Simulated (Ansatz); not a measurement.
```yaml
crystal:
  periodic: [false, false, false]
  atoms:
    - {symbol: C, position_ang: [-0.751931, 0.400336, -0.451905]}
    - {symbol: C, position_ang: [0.015646, 0.622075, 0.711666]}
    - {symbol: Al, position_ang: [0.933856, -0.954617, 0.064348]}
    - {symbol: O, position_ang: [-0.315201, -0.661198, -1.133498]}
    - {symbol: H, position_ang: [-1.610766, 0.988252, -0.786560]}
    - {symbol: H, position_ang: [-0.220846, 1.429053, 1.446753]}
    - {symbol: H, position_ang: [2.017925, -1.937471, 0.162030]}
basis:
  gaussian: {orbitals: cc-pVDZ}
magnetization: {spin_polarized: true, initial_magnetization: 4}
hamiltonian: {xc: {name: SPW92}}
```

```sh
$ ansatz run in.yaml --threads 2 --pin off --events-out ev --progress --plain --max-ram 4352MiB
```

Output, abridged:

```
Functional definition: SPW92
922 factors; their error is unknown
mean field evaluation 1: about -10685.7946 eV, gradient 3.8e1 eV
mean field evaluation 2: about -10636.0413 eV, gradient 9.5e1 eV
mean field evaluation 4: about -10680.1249 eV, gradient 4.9e1 eV
mean field evaluation 8: about -10693.6101 eV, gradient 4.9e0 eV
mean field evaluation 16: about -10693.9487 eV, gradient 7.1e-2 eV
mean field evaluation 96: about -10693.9253 eV, gradient 1.0e0 eV
mean field -10693.94876202 eV, -392.9953683852 hartree, gradient 5.3e-6 eV, S^2 6.004890; 10 other end points of the search recorded, 0 dependent functions left out
reference -10693.94879709 eV, -392.9953696742 hartree; 20, 16 occupied and 55, 59 virtual orbitals, 922 factors
Total energy: -10693.94879709 eV, -392.9953696742 hartree
```

Q: What is wrong with this run?

A: The spin is set far too high for this molecule. The run converged. The result belongs to that input, not to the molecule as meant.
